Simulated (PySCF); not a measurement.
# Ionisation energy of Zn⁺ by level of theory

Zn⁺ [Ar] 3d10 4s1 (2S) → Zn²⁺ [Ar] 3d10 (1S), as a difference of total energies. Calculation: PySCF 2.14, in x2c-TZVPPall with one added diffuse shell each of s, p, d, f type (7s6p5d3f1g, 80 functions); scalar relativity by spin-free X2C-1e. Correlated levels: valence and next inner shell: [Ne] frozen. The calculations carry no spin-orbit coupling.

Task: Order these methods by the ionisation energy they give, lowest first.
A. CCSD (valence and next inner shell)
B. SCS-MP2 (valence and next inner shell)
C. UHF
D. CCSD(T) (valence and next inner shell)

Result: C (16.878 eV), B (17.782 eV), A (17.812 eV), D (17.905 eV).

Errors of the correlated levels include the incompleteness of this basis and the frozen core.

For comparison: 17.964 eV (measured; NIST Atomic Spectra Database, ionization energies).
